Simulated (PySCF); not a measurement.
C6H9AlN2.
Z-matrix (Å and degrees, PBE0-D3(BJ)/def2-SVP geometry), rows numbered from 1:
```
C 
N   1  1.2656
C   2  1.3917  1  120.45
C   3  1.4002  2  123.92  1   -46.19
C   4  1.3921  3  119.25  2  -178.32
C   5  1.3870  4  119.06  3    -0.33
N   6  1.3404  5  121.60  4     0.82
Al  7  2.0569  6  119.31  5  -178.72
C   7  1.3319  6  120.03  5     0.31
H   1  1.0982  2  119.10  3   177.34
H   1  1.1072  2  123.54  3    -3.39
H   4  1.0926  3  119.90  2    -0.04
H   5  1.0911  4  121.03  3   179.39
H   6  1.0930  5  122.13  4   179.82
H   8  1.6086  7   98.93  6  -170.42
H   8  1.6082  7  100.06  6   -49.24
H   8  1.6087  7  100.65  6    69.51
H   9  1.0930  3  120.71  2    -0.82
```

Level: PBE0/pcSseg-1 and B3LYP/def2-SVPD in PySCF, non-relativistic, on one gas-phase PBE0-D3(BJ)/def2-SVP geometry that isn't relaxed in the solvent. The solvent is an IEF-PCM continuum (cavity from Bondi-type radii × 1.2). Only the electrostatic response of the medium enters.

Gas phase at PBE0/pcSseg-1: HOMO -7.06 eV, LUMO -2.35 eV, dipole 8.54 D.

Q: What does the continuum do to the energy, the frontier levels and the dipole at PBE0/pcSseg-1 in dichloromethane and water?

A: 
```json
{"solvent": "dichloromethane", "ε": "8.93", "E(solvent) − E(gas) (kcal/mol)": "-10.93", "polarisation term (kcal/mol)": "-12.66", "distortion of the solute (kcal/mol)": "1.73", "HOMO (eV)": "-7.46", "LUMO (eV)": "-1.88", "dipole (D)": "10.35"}
{"solvent": "water", "ε": "78.36", "E(solvent) − E(gas) (kcal/mol)": "-12.81", "polarisation term (kcal/mol)": "-15.23", "distortion of the solute (kcal/mol)": "2.42", "HOMO (eV)": "-7.42", "LUMO (eV)": "-1.82", "dipole (D)": "10.67"}
```

Polarisation term: ½ Σ q·V over the induced surface charges. Distortion: the rise of the solute's own energy as its density leaves the gas-phase optimum. From dichloromethane to water the lowering changes by a factor 1.17, Onsager's factor (ε − 1)/(2ε + 1) by 1.17 and ε itself by 8.8.

Q: Which radius a makes the point-dipole formula ΔE = −[(ε − 1)/(2ε + 1)]·μ²/a³ give the value in water, with the gas-phase dipole?

A: μ = 3.360 au and |ΔE| = 0.02041 Eh give a = 3.43 Å; the farthest nucleus lies 4.44 Å from the centroid of the nuclei, so such a sphere wouldn't even hold the nuclei. The formula assumes a rigid point dipole at the centre of a sphere.

Q: Which Hirshfeld charges (PBE0/pcSseg-1) respond most in dichloromethane (means over atoms taken as equivalent)?

A: 
| atoms | environment | gas (e) | solvent (e) | change |
| --- | --- | --- | --- | --- |
| N2 | imine nitrogen | -0.128 | -0.151 | -0.023 |
| H15/H16/H17 | Al–H hydrogen | -0.204 | -0.218 | -0.014 |
| H12 | aromatic hydrogen | +0.062 | +0.076 | +0.014 |
| H11 | hydrogen on a C=N carbon | +0.052 | +0.066 | +0.014 |
| C1 | imine carbon | +0.034 | +0.047 | +0.013 |
| C4 | aromatic CH carbon | -0.026 | -0.014 | +0.012 |

Q: Which Mayer bond orders change most in dichloromethane?

A: 
```
   bond  length (Å)    gas  solvent  change
 N7–Al8       2.057  0.325    0.368  +0.043
Al8–H17       1.609  0.890    0.858  -0.032
Al8–H16       1.608  0.870    0.848  -0.022
  N7–C9       1.332  1.307    1.289  -0.018
  C1–N2       1.266  1.909    1.893  -0.016
  C6–N7       1.340  1.282    1.266  -0.016
  C9–C3       1.401  1.355    1.370  +0.015
Al8–H15       1.609  0.847    0.835  -0.012
```

Gas phase at B3LYP/def2-SVPD: HOMO -6.85 eV, LUMO -2.56 eV, dipole 8.40 D.

Q: What does the continuum do to the energy, the frontier levels and the dipole at B3LYP/def2-SVPD in dichloromethane?

A: 
```
        solvent     ε  E(solvent) − E(gas) (kcal/mol)  polarisation term (kcal/mol)  distortion of the solute (kcal/mol)  HOMO (eV)  LUMO (eV)  dipole (D)
dichloromethane  8.93                          -10.74                        -12.67                                 1.93      -7.22      -2.07       10.38
```

The atom shares or the degeneracy of the HOMO differ from the gas phase in dichloromethane, so that column needn't follow one orbital. The atom shares or the degeneracy of the LUMO differ from the gas phase in dichloromethane, so that column needn't follow one orbital.

Q: How does the static polarisability (B3LYP/def2-SVPD, frozen core, with the continuum's full static response) change?

A: 
```
         medium  isotropic (au)  principal values (au)  ⟨r²⟩ of the electrons (bohr²)
            gas           122.4     82.1, 120.5, 164.7                         1696.7
dichloromethane           160.8    109.6, 162.9, 209.8                         1697.5
```

The isotropic value in dichloromethane is 1.31 times the gas-phase one; no cavity-field correction is applied. ⟨r²⟩ is taken about the centre of nuclear charge.
